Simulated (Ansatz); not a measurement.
(Cl)3Si-O-SiH3 (Si2Cl3OH3), 9 atoms. Hardware: 2 threads of AMD EPYC 7R13 on a shared host.

Correlated methods freeze 26 core orbitals.

Question: How many basis functions does each of these Ansatz runs have, and roughly what does it cost? r2SCAN-D4/def2-TZVP, charge 0 singlet, energy, from earlier orbitals; LDA (SPW92)/def2-TZVP, charge 0 singlet, energy, from earlier orbitals; PBE0-D4/def2-TZVP, charge 1 doublet, energy, from earlier orbitals; PBE-D4/def2-SVP, charge 0 singlet, relaxation, 11 steps; PBE-D4/def2-SVP, charge 0 singlet, energy, from earlier orbitals; PBE0-D4/def2-SVP, charge 0 singlet, energy, from earlier orbitals; B3LYP-D4/6-31G, charge 0 singlet, energy; PBE-QIDH/def2-TZVP, charge 1 doublet at the geometry of the charge 0 singlet, energy, from earlier orbitals; r2SCANh-D4/def2-TZVP, charge 0 singlet, energy, from earlier orbitals; r2SCAN-D4/def2-TZVP, charge 0 triplet at the geometry of the charge 0 singlet, energy, from earlier orbitals; PBE-D4/def2-SVP, charge 1 doublet, relaxation, 24 steps; PBE-D4/def2-TZVP, charge 1 doublet at the geometry of the charge 0 singlet, energy, from earlier orbitals.

Answer: Other jobs shared the machine, so times can vary by a factor of up to 3. A dash marks memory too small to be measured apart from the calling script's.

```tsv
run	functions	fitting or Cholesky vectors	wall time	peak host memory (GiB)
PBE-D4/def2-SVP, charge 0 singlet, energy, from earlier orbitals	119	1294	1.6 s	–
B3LYP-D4/6-31G, charge 0 singlet, energy	80	871	1.6 s	–
LDA (SPW92)/def2-TZVP, charge 0 singlet, energy, from earlier orbitals	234	1555	2 s	–
PBE0-D4/def2-SVP, charge 0 singlet, energy, from earlier orbitals	119	1086	2.3 s	–
r2SCAN-D4/def2-TZVP, charge 0 singlet, energy, from earlier orbitals	234	1555	7 s	–
r2SCANh-D4/def2-TZVP, charge 0 singlet, energy, from earlier orbitals	234	1555	9.5 s	0.89
PBE-D4/def2-SVP, charge 0 singlet, relaxation, 11 steps	119	1294	15 s	–
PBE-D4/def2-TZVP, charge 1 doublet at the geometry of the charge 0 singlet, energy, from earlier orbitals	234	1555	17 s	0.81
PBE0-D4/def2-TZVP, charge 1 doublet, energy, from earlier orbitals	234	1623	22 s	1.2
PBE-QIDH/def2-TZVP, charge 1 doublet at the geometry of the charge 0 singlet, energy, from earlier orbitals	234	1431	28 s	0.96
r2SCAN-D4/def2-TZVP, charge 0 triplet at the geometry of the charge 0 singlet, energy, from earlier orbitals	234	1555	52 s	0.88
PBE-D4/def2-SVP, charge 1 doublet, relaxation, 24 steps	119	1294	56 s	–
```
